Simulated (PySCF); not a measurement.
Job file and geometry (Å, from GFN2-xTB) of an NMR shielding run on `C(=C)(BN)[C@H](C)F`, C₄H₉BFN, GIAO PBE0/pcSseg-1 NMR shielding, non-relativistic, gas phase (PySCF); density fitting, a coarse starting grid and PySCF grid level 2 are the driver's defaults:

```
$ OMP_NUM_THREADS=1 python probes_run.py task.json out

{"job": {"kind": "nmr", "xc": "PBE0", "basis": "pcSseg-1"}, "charge": 0, "multiplicity": 1}
C     -0.044968     2.048961    -0.370955
C     -0.247500     0.737645    -0.255293
B     -1.575364     0.162763     0.351064
N     -1.847484    -1.192960     0.360020
C      0.832206    -0.218701    -0.705109
C      1.602366    -0.786165     0.484203
F      1.745744     0.401543    -1.548265
H      0.853808     2.463171    -0.801332
H     -0.789552     2.756676    -0.049002
H     -2.371637     0.891953     0.805602
H     -2.698882    -1.579645     0.730901
H     -1.240315    -1.899117    -0.022094
H      0.401942    -1.028054    -1.312224
H      0.921562    -1.296135     1.158985
H      2.084368     0.028333     1.020048
H      2.366106    -1.481325     0.142040
```

**Question.** Write the output of this run.

**Answer.** 
```
coarse grid: 13160 points
cycle   1  E = -336.7698051154  dE =  6.894e-01  |g| = 6.007e-01  |ddm| = 3.363e+00
cycle   2  E = -336.7498929829  dE =  1.991e-02  |g| = 7.393e-01  |ddm| = 1.004e+00
cycle   3  E = -336.8442667436  dE = -9.437e-02  |g| = 8.380e-02  |ddm| = 5.470e-01
cycle   4  E = -336.8455221336  dE = -1.255e-03  |g| = 3.025e-02  |ddm| = 9.010e-02
cycle   5  E = -336.8457092905  dE = -1.872e-04  |g| = 9.163e-03  |ddm| = 3.269e-02
cycle   6  E = -336.8457269524  dE = -1.766e-05  |g| = 3.568e-03  |ddm| = 9.092e-03
cycle   7  E = -336.8457300019  dE = -3.050e-06  |g| = 7.459e-04  |ddm| = 3.045e-03
final grid: 126984 points
cycle   8  E = -336.8907458609  dE = -4.968e-05  |g| = 9.058e-03  |ddm| = 3.421e-02
cycle   9  E = -336.8907379589  dE =  7.902e-06  |g| = 1.131e-02  |ddm| = 1.544e-02
cycle  10  E = -336.8907648822  dE = -2.692e-05  |g| = 1.440e-03  |ddm| = 8.246e-03
cycle  11  E = -336.8907652664  dE = -3.842e-07  |g| = 3.209e-04  |ddm| = 1.301e-03
cycle  12  E = -336.8907652853  dE = -1.880e-08  |g| = 1.474e-04  |ddm| = 3.361e-04
cycle  13  E = -336.8907652907  dE = -5.493e-09  |g| = 3.139e-05  |ddm| = 1.430e-04
cycle  14  E = -336.8907652910  dE = -2.198e-10  |g| = 8.075e-06  |ddm| = 3.043e-05
converged SCF energy = -336.8907652910

GIAO shielding tensors (ppm)
atom      isotropic    diamagn.    paramagn.     s11        s22        s33       span
  0 C       46.401     251.966    -205.565    -70.650     42.277    167.577    238.227
  1 C       27.271     262.762    -235.491    -85.168      4.343    162.637    247.805
  2 B       65.234     195.073    -129.839     31.970     51.021    112.710     80.739
  3 N      159.328     317.643    -158.315     65.660    189.518    222.806    157.146
  4 C       92.959     243.275    -150.316     59.529     77.091    142.257     82.727
  5 C      160.530     250.347     -89.817    145.930    151.731    183.929     37.999
  6 F      384.595     473.781     -89.187    345.732    376.637    431.416     85.684
  7 H       25.035      31.292      -6.257     21.177     23.869     30.059      8.882
  8 H       25.517      30.754      -5.237     22.487     25.103     28.961      6.474
  9 H       26.866      30.949      -4.083     25.601     26.831     28.165      2.564
 10 H       27.457      28.985      -1.529     22.669     24.604     35.098     12.429
 11 H       27.893      32.986      -5.092     22.438     28.144     33.098     10.660
 12 H       26.221      31.950      -5.729     22.337     25.840     30.486      8.149
 13 H       30.497      31.827      -1.329     26.011     30.301     35.180      9.169
 14 H       30.492      30.788      -0.296     27.374     29.170     34.933      7.559
 15 H       30.006      29.562       0.443     26.640     27.235     36.141      9.501
```

Size and cost of the density-fitted run: 164 basis functions, 30 s wall time on 1 thread of an Intel Xeon Platinum 8259CL, shared host; peak memory 0.74 GiB.
